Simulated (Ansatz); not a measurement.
Reaction (ligand exchange at the Si–O bond): `SCO[SiH2]S` + `[SiH3]S` → `[SiH3]S[SiH2]S` + `OCS`

Calculated with Ansatz (gas phase, PBE0-D4/def2-TZVP geometries, no zero-point term in ΔE). CBS: MP2 limit from def2 TZ/QZ plus the TZ coupled-cluster correction, frozen cores. DFT in def2-TZVPP. One conformer a species, not always the lowest.

```csv
level,ΔE (kJ/mol)
ωB97X-V,42.3
CCSD/def2-TZVPP,46.1
```

Task: What does CCSD(T)/CBS give? (An estimate is asked.)

Result: The calculation gave: +39.6 kJ/mol. The listed levels differ from it by 2.7, 6.5 kJ/mol.

Largest T1 diagnostic among the species: 0.012.

In def2-TZVPP, CCSD(T) changes the Hartree–Fock value by −11.0 kJ/mol (the triples alone add −2.1 kJ/mol) and MP2 by −14.4 kJ/mol.
